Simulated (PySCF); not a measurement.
Compound: C₃H₁₀F₂Si₂.
Numbering: `[CH3:1][C@@H:2]([F:3])[SiH2:4][CH2:5][SiH2:6][F:7]` (hydrogens: H8, H9, H10 on C1; H11 on C2; H12, H13 on Si4; H14, H15 on C5; H16, H17 on Si6)

The calculation used TDDFT PBE0/def2-SVPD, vertical, gas phase, core orbitals frozen in the response in PySCF 2.14.0, density-fitted response routines. The structure is a single GFN2-xTB conformer in the gas phase; no vibrational or solvent corrections. Torsions of this conformer, `[CH3:1][C@@H:2]([F:3])[SiH2:4][CH2:5][SiH2:6][F:7]`: C1–C2–Si4–C5 -56°, C2–Si4–C5–Si6 -51°, Si4–C5–Si6–F7 -171°.

Frontier orbitals with the atoms that hold most of them (Löwdin shares over 4%, at most four atoms; ? is withheld):

```tsv
orbital	ε (eV)	atoms
HOMO-3	-9.57	Si4 21%, H12 20%, C5 14%, C2 10%
HOMO-2	-9.49	Si6 30%, H17 20%, H16 20%, F7 16%
HOMO-1	-8.95	?
HOMO	-8.37	C2 29%, F3 20%, Si4 19%, C1 8%
LUMO	0.11	?
LUMO+1	0.27	Si4 18%, Si6 15%, C5 11%, H14 8%
LUMO+2	0.65	Si4 23%, H13 10%, Si6 8%, C5 8%
```

Q: Give the leading atoms of the LUMO.

A: Si6 (bonded to C, F and 2 H) 26%; Si4 (bonded to 2 C and 2 H) 14%; C5 (bonded to 2 Si and 2 H) 9%; H17 (bonded to Si) 9%. By element: silicon 40%, carbon 9% or more, hydrogen 9% or more.

Q: Which atoms hold the HOMO-1, and with what shares?

A: C5 (bonded to 2 Si and 2 H) 36%; Si6 (bonded to C, F and 2 H) 15%; Si4 (bonded to 2 C and 2 H) 14%; F7 (bonded to Si) 11%. By element: carbon 36% or more, silicon 29%, fluorine 11% or more.

Q: How does S1 compare with the orbital gap of 8.48 eV?

A: S1 is at 7.28 eV (f = 0.0034), 1.20 eV below the gap, made of HOMO→LUMO (90%). 

Q: Give energy, strength and leading configuration of S1, S2, S3, S5 and S6, and follow the Löwdin shares of the leading atoms from the occupied to the empty orbital.

A: 
- S1 (7.28 eV, f 0.0034), HOMO→LUMO (90%): C2 29% → at most 9%, F3 20% → at most 9%, Si6 at most 8% → 26%, Si4 19% → 14%
- S2 (7.55 eV, f 0.0098), HOMO→LUMO+1 (89%): C2 29% → at most 9%, F3 20% → at most 9%, Si4 19% → 18%, Si6 at most 8% → 15%
- S3 (7.75 eV, f 0.013), HOMO-1→LUMO (89%): C5 36% → 9%, Si6 15% → 26%, Si4 14% → 14%
- S5 (8.08 eV, f 0.034), HOMO-1→LUMO+1 (95%): C5 36% → 11%, Si6 15% → 15%, Si4 14% → 18%
- S6 (8.19 eV, f 0.012), HOMO-2→LUMO (90%): Si6 30% → 26%, H17 20% → 9%, Si4 at most 14% → 14%

Löwdin shares depend on the basis, the more so with diffuse functions.
